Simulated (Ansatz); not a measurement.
Isolated molecules relaxed with PBE0-D4/def2-TZVP in Ansatz; ΔE leaves out vibrations. CCSD(T)/CBS is the MP2 limit (def2-TZVPP, def2-QZVPP) plus CCSD(T) − MP2 in def2-TZVPP, frozen cores. This one scheme is used for every species. Functionals use def2-TZVPP. def2 core potentials past Kr. For Sn outer-core shells are correlated without core-valence functions, which leaves a few kJ/mol of doubt a bond. One conformer a species, not always the lowest.

Reaction (ligand exchange at the Sn–Cl bond): `[F][Sn][Cl]` + CH₃OH → `C[O][Sn][F]` + HCl

| level | ΔE (eV) |
| --- | --- |
| PBE-QIDH | 0.64 |
| r2SCAN0 | 0.67 |
| MP2/def2-SVP | 0.48 |
| CCSD(T)/def2-SVP | 0.50 |

(1) What does CCSD(T)/CBS give? (An estimate is asked.)

Largest T1 diagnostic among the species: 0.017.

## Answers

(1) Ansatz gave: +0.57 eV. The listed levels differ from it by 0.07, 0.10, -0.09, -0.07 eV.

From BLYP to BHLYP (50 % exact exchange), in def2-TZVPP and without D4, ΔE moves by +0.10 eV. In def2-TZVPP, CCSD(T) changes the Hartree–Fock value by −0.25 eV (the triples alone add −0.04 eV) and MP2 by −0.24 eV.
